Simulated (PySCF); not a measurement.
Computed properties of C2H2BrCl, SMILES Cl/C=C\Br

(Z)-1-bromo-2-chloroethene (C2H2BrCl), SMILES Cl/C=C\Br. Geometry optimised at B3LYP-D3(BJ)/def2-SVP. One conformer was computed; it need not be the lowest. All values are computed for the isolated molecule unless a solvent is named; none is compared with measurement here.

**Structure.** The optimised structure has Cs symmetry. All 12 harmonic modes at B3LYP-D3(BJ)/def2-SVP (PySCF) are real, so it is a minimum. With heavy atoms numbered as in [Cl:1]/[CH:2]=[CH:3]\[Br:4], the shortest bond between them is C2–C3 at 1.335 Å and the longest C3–Br4 at 1.882 Å.

**Vibrations.** The strongest infrared lines (harmonic, unscaled, degenerate partners summed) lie at 820 cm⁻¹ (73 km/mol, C 67 %, H 18 %, Cl 14 %), 695 cm⁻¹ (55 km/mol, H 81 %, C 18 %), 1652 cm⁻¹ (36 km/mol, C 95 %). The softest mode is at 139 cm⁻¹ and the zero-point energy is 21.0 kcal/mol.

**Electronic structure.** M06-2X/def2-TZVPD (PySCF) places the frontier levels at -8.52 and 0.18 eV, a gap of 8.70 eV, and gives a dipole moment of 1.83 D and a mean polarisability of 61.6 bohr³. PBE/def2-TZVPD (PySCF) at the same geometry gives -6.24 and -1.66 eV, so its gap is 4.12 eV narrower. An orbital gap is neither the optical nor the fundamental gap.

**Excitations.** TDA-B3LYP/def2-SVPD (PySCF) has S1 at 5.32 eV (233 nm, f = 0.000, dark); the most intense of the 10 singlets computed lies at 6.27 eV (f = 0.25). T1 (TDA) is at 3.93 eV, 1.39 eV under S1. TDA-PBE/def2-SVPD (PySCF) puts S1 at 5.06 eV. No vertical singlet excitation falls in the visible range (under 3.1 eV).

**NMR.** GIAO shifts at B3LYP/pcSseg-1 (PySCF) (non-relativistic, atoms alike by connectivity averaged): ¹³C from 136.5 to 142.6 ppm against TMS; ¹H from 6.6 to 6.7 ppm against TMS. Without spin–orbit terms, shifts of atoms bonded to Cl or Br come out too high.

**Solvation.** SMD-ωB97X/def2-SVP (PySCF) gives -1.3 kcal/mol in water, -4.4 kcal/mol in N,N-dimethylformamide, -4.4 kcal/mol in tetrahydrofuran (1 M in both phases, gas-phase geometry); of these solvents tetrahydrofuran holds the molecule best.
